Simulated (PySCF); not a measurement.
FeH2O, SMILES [OH][FeH] (connectivity only; charge and spin as stated), neutral, multiplicity 5.

The structure is a stationary point at PBE-D3(BJ)/def2-TZVP. The spin state was assumed, not searched.

Computed with PBE-D3(BJ)/def2-TZVP in PySCF 2.14.0.

Frequencies are harmonic and unscaled.

```json
[
 {"mode": "1", "ν (cm⁻¹)": "267", "IR (km/mol)": "109.7", "moving atoms (share of kinetic energy)": "H 95 %"},
 {"mode": "2", "ν (cm⁻¹)": "291", "IR (km/mol)": "194.7", "moving atoms (share of kinetic energy)": "H 85 %, O 10 %"},
 {"mode": "3", "ν (cm⁻¹)": "480", "IR (km/mol)": "142.2", "moving atoms (share of kinetic energy)": "H 80 %, O 18 %"},
 {"mode": "4", "ν (cm⁻¹)": "683", "IR (km/mol)": "81.1", "moving atoms (share of kinetic energy)": "O 69 %, Fe 23 %, H 9 %"},
 {"mode": "5", "ν (cm⁻¹)": "1758", "IR (km/mol)": "205.9", "moving atoms (share of kinetic energy)": "H 98 %"},
 {"mode": "6", "ν (cm⁻¹)": "3777", "IR (km/mol)": "85.5", "moving atoms (share of kinetic energy)": "H 94 %"}
]
```
